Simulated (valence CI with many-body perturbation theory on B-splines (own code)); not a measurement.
E1 line list for Ce9+

Level of theory: valence CI with perturbative core correlation (CI+MBPT): three valence electrons over a frozen Dirac-Fock core [Kr] 4d10, a basis of 7 s, 7 p, 7 d, 7 f, 4 g, 2 h functions for each j, with the one-electron correlation potential Σ1 (screened to all orders), the two-electron term Σ2, the three-electron term Σ3, Breit, model QED; selected single and double excitations, second order for the rest, scaled by the run's own slope (own B-spline code, finite nucleus).

No measured levels were compared; by estimate levels hold to about 250 cm⁻¹ or 0.2 % of their energy and the worst to 1 %, as in measured heavy ions of charge 2 to 7; those with d or f electrons hold less well.

Lines 151 to 200 of 581 in falling wavelength, among levels below 491510 cm⁻¹, chosen from the strongest by gf and those to the six lowest levels. Wavelengths and rates use the calculated energies, so an error of 400 cm⁻¹ moves a line at 559.7 Å by 0.22 % and its rate by three times that or more. Electric multipoles are in the length gauge, E1 and E2 with the static RPA response of the core. Weak lines are less certain than strong ones. Lines between different terms over intervals too small for the method are left out, as are lines whose strength nearly cancels. Where a level lies close to another of its J and parity, the split of strength between their lines is uncertain. The highest levels of a list are the least certain.

Names give the largest LS component (configuration and term), which can be under half, so a name can repeat, a term be missing and a line seem to break the LS rules; names also repeat where a configuration has a term twice. Letters in brackets count levels of one name in rising energy.

| λ vac (Å) | Upper | Lower | A (s⁻¹) | S (a.u.) with core polarisation | S without |
| --- | --- | --- | --- | --- | --- |
| 559.7 | 4f2.5p 2G°_9/2 [b] | 4f2.5s 2G_7/2 | 1.56e+09 | 1.35e+00 | 1.75e+00 |
| 559.6 | 4f2.5p 2I°_13/2 [b] | 4f2.5s 2H_11/2 | 3.68e+09 | 4.45e+00 | 5.74e+00 |
| 559.4 | 4f2.5p 2G°_7/2 [a] | 4f2.5s 4H_7/2 | 2.12e+09 | 1.46e+00 | 1.91e+00 |
| 559.3 | 4f2.5p 4I°_13/2 | 4f2.5s 4H_11/2 | 4.10e+09 | 4.95e+00 | 6.41e+00 |
| 559.2 | 4f2.5p 4H°_9/2 [b] | 4f2.5s 4H_7/2 | 2.02e+09 | 1.74e+00 | 2.26e+00 |
| 558.5 | 4f2.5p 4P°_3/2 | 4f2.5s 4P_1/2 | 2.05e+09 | 7.05e-01 | 9.43e-01 |
| 557.4 | 4f2.5p 4G°_11/2 [b] | 4f2.5s 4H_11/2 | 4.51e+08 | 4.62e-01 | 6.04e-01 |
| 556.8 | 4f2.5p 4F°_3/2 [b] | 4f2.5s 4F_3/2 | 2.78e+09 | 9.48e-01 | 1.25e+00 |
| 556.0 | 4f2.5p 4F°_7/2 | 4f2.5s 4F_7/2 | 1.07e+09 | 7.26e-01 | 9.67e-01 |
| 555.9 | 4f2.5p 4F°_9/2 | 4f2.5s 4F_9/2 | 1.39e+09 | 1.18e+00 | 1.57e+00 |
| 555.5 | 4f2.5p 2H°_11/2 [a] | 4f2.5s 2H_9/2 | 3.68e+09 | 3.73e+00 | 4.81e+00 |
| 555.2 | 4f2.5p 4D°_7/2 [b] | 4f2.5s 4P_5/2 | 2.35e+09 | 1.59e+00 | 2.10e+00 |
| 555.2 | 4f2.5p 2G°_9/2 [c] | 4f2.5s 2F_7/2 | 1.58e+09 | 1.33e+00 | 1.75e+00 |
| 554.8 | 4f2.5p 4F°_5/2 | 4f2.5s 4F_5/2 | 1.08e+09 | 5.47e-01 | 7.29e-01 |
| 554.6 | 4f2.5p 4I°_15/2 | 4f2.5s 4H_13/2 | 5.71e+09 | 7.70e+00 | 9.94e+00 |
| 554.1 | 4f2.5p 2F°_7/2 [b] | 4f2.5s 2D_5/2 | 1.50e+09 | 1.01e+00 | 1.32e+00 |
| 553.7 | 4f2.5p 4F°_9/2 | 4f2.5s 4F_7/2 | 6.69e+08 | 5.60e-01 | 7.29e-01 |
| 553.6 | 4f2.5p 4F°_7/2 | 4f2.5s 4F_5/2 | 8.25e+08 | 5.52e-01 | 7.27e-01 |
| 553.3 | 4f2.5p 2D°_5/2 [d] | 4f2.5s 2P_3/2 [a] | 9.74e+08 | 4.89e-01 | 6.32e-01 |
| 552.1 | 5p3 2D°_5/2 | 4f.5s.5p 4F_3/2 | 1.17e+09 | 5.81e-01 | 7.72e-01 |
| 551.7 | 5s.5p.5d 2F°_7/2 | 5s2.5d 2D_5/2 | 3.05e+09 | 2.02e+00 | 2.79e+00 |
| 550.9 | 4f2.5p 2D°_3/2 [b] | 4f2.5s 2P_1/2 | 1.32e+09 | 4.37e-01 | 5.57e-01 |
| 549.6 | 4f2.5p 2G°_7/2 [b] | 4f2.5s 2F_5/2 | 1.83e+09 | 1.20e+00 | 1.57e+00 |
| 549.5 | 4f2.5p 4G°_9/2 | 4f2.5s 4F_7/2 | 1.70e+09 | 1.39e+00 | 1.82e+00 |
| 549.4 | 4f2.5p 2I°_11/2 [b] | 4f2.5s 2H_11/2 | 5.80e+08 | 5.70e-01 | 7.35e-01 |
| 549.2 | 4f2.5p 4G°_11/2 [c] | 4f2.5s 4F_9/2 | 2.84e+09 | 2.79e+00 | 3.63e+00 |
| 547.9 | 4f2.5p 2I°_11/2 [b] | 4f2.5s 2G_9/2 | 3.99e+09 | 3.88e+00 | 5.01e+00 |
| 547.8 | 4f2.5p 4P°_5/2 | 4f2.5s 4P_3/2 | 9.75e+08 | 4.75e-01 | 6.66e-01 |
| 545.2 | 4f2.5p 4G°_7/2 [c] | 4f2.5s 4F_5/2 | 8.84e+08 | 5.66e-01 | 7.47e-01 |
| 545.1 | 4f.5p2 2G°_7/2 [a] | 4f.5s.5p 2F_7/2 [a] | 1.03e+09 | 6.57e-01 | 8.58e-01 |
| 542.5 | 4f2.5p 2H°_9/2 [b] | 4f2.5s 2I_11/2 | 7.29e+08 | 5.74e-01 | 8.77e-01 |
| 542.4 | 4f.5p2 2F°_5/2 [c] | 4f.5s.5p 2D_3/2 [a] | 1.26e+09 | 5.96e-01 | 7.84e-01 |
| 542.3 | 4f.5p2 2F°_7/2 [c] | 4f.5s.5p 2D_5/2 [b] | 2.33e+09 | 1.47e+00 | 1.95e+00 |
| 542.2 | 4f2.5p 2K°_15/2 | 4f2.5s 2I_13/2 | 5.79e+09 | 7.28e+00 | 9.40e+00 |
| 541.0 | 4f2.5p 2I°_11/2 [b] | 4f2.5s 2H_9/2 | 5.88e+08 | 5.51e-01 | 7.07e-01 |
| 540.5 | 4f2.5p 4G°_5/2 [b] | 4f2.5s 4H_7/2 | 1.34e+09 | 6.29e-01 | 8.56e-01 |
| 540.4 | 4f.5p2 2G°_7/2 [b] | 5s.5p2 2D_5/2 | 8.40e+08 | 5.23e-01 | 6.73e-01 |
| 538.9 | 4f.5p2 2F°_7/2 [c] | 4f.5s.5p 2G_9/2 [b] | 2.61e+09 | 1.61e+00 | 2.16e+00 |
| 537.8 | 4f2.5p 4G°_7/2 [b] | 4f.5s.5p 2G_9/2 [b] | 7.62e+08 | 4.68e-01 | 6.23e-01 |
| 537.7 | 4f2.5p 4G°_5/2 [b] | 4f.5s.5p 2G_7/2 [b] | 1.10e+09 | 5.06e-01 | 6.74e-01 |
| 536.7 | 4f2.5p 4D°_3/2 [b] | 4f2.5s 4F_5/2 | 1.54e+09 | 4.71e-01 | 6.16e-01 |
| 536.0 | 4f.5p2 2F°_5/2 [d] | 4f.5s.5p 2D_3/2 [b] | 2.53e+09 | 1.15e+00 | 1.52e+00 |
| 535.4 | 4f.5p2 2G°_9/2 [c] | 4f.5s.5p 2G_9/2 [a] | 3.49e+09 | 2.64e+00 | 3.46e+00 |
| 535.3 | 4f.5p2 4D°_7/2 [b] | 4f.5s.5p 4F_9/2 | 7.88e+08 | 4.77e-01 | 6.29e-01 |
| 535.0 | 4f.5p2 2G°_9/2 [a] | 4f.5s.5p 4F_9/2 | 7.52e+08 | 5.68e-01 | 7.45e-01 |
| 534.8 | 4f.5s.5p 4F_3/2 | 5s2.5p 2P°_1/2 | 1.58e+09 | 4.77e-01 | 6.30e-01 |
| 533.7 | 5p3 4S°_3/2 [a] | 5s.5p2 4P_3/2 | 1.75e+09 | 5.25e-01 | 6.98e-01 |
| 533.3 | 4f.5p2 2F°_5/2 [d] | 4f.5s.5p 2G_7/2 [b] | 3.22e+09 | 1.45e+00 | 1.92e+00 |
| 531.4 | 4f.5p2 2G°_9/2 [b] | 4f.5s.5p 2G_7/2 [a] | 1.06e+09 | 7.82e-01 | 1.02e+00 |
| 530.7 | 4f.5p2 2G°_9/2 [a] | 4f.5s.5p 2F_7/2 [a] | 6.91e+08 | 5.10e-01 | 6.68e-01 |
